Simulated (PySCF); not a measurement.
C6H12O2, SMILES O=C(OC)CCCC, GFN2-xTB optimised geometry.

```
20

C      2.71    -2.21    -0.67
C      2.14    -0.85    -0.29
C      0.62    -0.83    -0.38
C      0.05     0.53     0.00
C     -1.46     0.53     0.00
O     -2.17    -0.44     0.01
O     -1.93     1.79     0.00
C     -3.35     1.92     0.03
H      2.44    -2.46    -1.70
H      2.32    -2.99    -0.02
H      3.80    -2.21    -0.60
H      2.45    -0.61     0.74
H      2.56    -0.09    -0.95
H      0.20    -1.59     0.29
H      0.31    -1.08    -1.39
H      0.37     0.81     1.01
H      0.40     1.31    -0.68
H     -3.75     1.50     0.95
H     -3.55     2.99    -0.02
H     -3.80     1.41    -0.82
```

Density from B3LYP/def2-SVP (PySCF) at that geometry.

Minimum of the electron density along straight lines between bonded atoms, close to the bond critical point (lines longer than 1.1 times the sum of covalent radii, or with two minima, are not listed):

```json
[
 {"bond": "C1–C2", "length / Å": "1.524", "ρ at the minimum / e bohr⁻³": "0.246", "∇²ρ there / e bohr⁻⁵": "-0.57", "position (fraction from the first atom)": "0.50"},
 {"bond": "C2–C3", "length / Å": "1.526", "ρ at the minimum / e bohr⁻³": "0.247", "∇²ρ there / e bohr⁻⁵": "-0.57", "position (fraction from the first atom)": "0.50"},
 {"bond": "C3–C4", "length / Å": "1.526", "ρ at the minimum / e bohr⁻³": "0.245", "∇²ρ there / e bohr⁻⁵": "-0.56", "position (fraction from the first atom)": "0.49"},
 {"bond": "C4–C5", "length / Å": "1.510", "ρ at the minimum / e bohr⁻³": "0.260", "∇²ρ there / e bohr⁻⁵": "-0.64", "position (fraction from the first atom)": "0.47"},
 {"bond": "C5–O6", "length / Å": "1.201", "ρ at the minimum / e bohr⁻³": "(withheld)", "∇²ρ there / e bohr⁻⁵": "(withheld)", "position (fraction from the first atom)": "0.33"},
 {"bond": "C5–O7", "length / Å": "1.342", "ρ at the minimum / e bohr⁻³": "0.303", "∇²ρ there / e bohr⁻⁵": "(withheld)", "position (fraction from the first atom)": "0.34"},
 {"bond": "O7–C8", "length / Å": "1.421", "ρ at the minimum / e bohr⁻³": "0.246", "∇²ρ there / e bohr⁻⁵": "-0.34", "position (fraction from the first atom)": "0.66"},
 {"bond": "C1–H9", "length / Å": "1.088", "ρ at the minimum / e bohr⁻³": "0.277", "∇²ρ there / e bohr⁻⁵": "-1.01", "position (fraction from the first atom)": "0.62"},
 {"bond": "C1–H10", "length / Å": "1.087", "ρ at the minimum / e bohr⁻³": "0.277", "∇²ρ there / e bohr⁻⁵": "-1.01", "position (fraction from the first atom)": "0.62"},
 {"bond": "C1–H11", "length / Å": "1.087", "ρ at the minimum / e bohr⁻³": "0.277", "∇²ρ there / e bohr⁻⁵": "-1.01", "position (fraction from the first atom)": "0.62"},
 {"bond": "C2–H12", "length / Å": "1.092", "ρ at the minimum / e bohr⁻³": "0.276", "∇²ρ there / e bohr⁻⁵": "-0.99", "position (fraction from the first atom)": "0.62"},
 {"bond": "C2–H13", "length / Å": "1.093", "ρ at the minimum / e bohr⁻³": "0.276", "∇²ρ there / e bohr⁻⁵": "-0.99", "position (fraction from the first atom)": "0.62"},
 {"bond": "C3–H14", "length / Å": "1.091", "ρ at the minimum / e bohr⁻³": "0.279", "∇²ρ there / e bohr⁻⁵": "-1.03", "position (fraction from the first atom)": "0.63"},
 {"bond": "C3–H15", "length / Å": "1.092", "ρ at the minimum / e bohr⁻³": "0.277", "∇²ρ there / e bohr⁻⁵": "-1.01", "position (fraction from the first atom)": "0.62"},
 {"bond": "C4–H16", "length / Å": "1.094", "ρ at the minimum / e bohr⁻³": "0.274", "∇²ρ there / e bohr⁻⁵": "-0.99", "position (fraction from the first atom)": "0.62"},
 {"bond": "C4–H17", "length / Å": "1.091", "ρ at the minimum / e bohr⁻³": "0.277", "∇²ρ there / e bohr⁻⁵": "-1.02", "position (fraction from the first atom)": "0.63"},
 {"bond": "C8–H18", "length / Å": "1.092", "ρ at the minimum / e bohr⁻³": "0.283", "∇²ρ there / e bohr⁻⁵": "-1.09", "position (fraction from the first atom)": "0.64"},
 {"bond": "C8–H19", "length / Å": "1.087", "ρ at the minimum / e bohr⁻³": "0.286", "∇²ρ there / e bohr⁻⁵": "-1.12", "position (fraction from the first atom)": "0.64"},
 {"bond": "C8–H20", "length / Å": "1.092", "ρ at the minimum / e bohr⁻³": "0.283", "∇²ρ there / e bohr⁻⁵": "-1.10", "position (fraction from the first atom)": "0.64"}
]
```

**Question.** Fill in the missing entries.

**Answer.** 
- C5–O6, ρ at the minimum / e bohr⁻³: 0.421
- C5–O6, ∇²ρ there / e bohr⁻⁵: 0.36
- C5–O7, ∇²ρ there / e bohr⁻⁵: -0.39
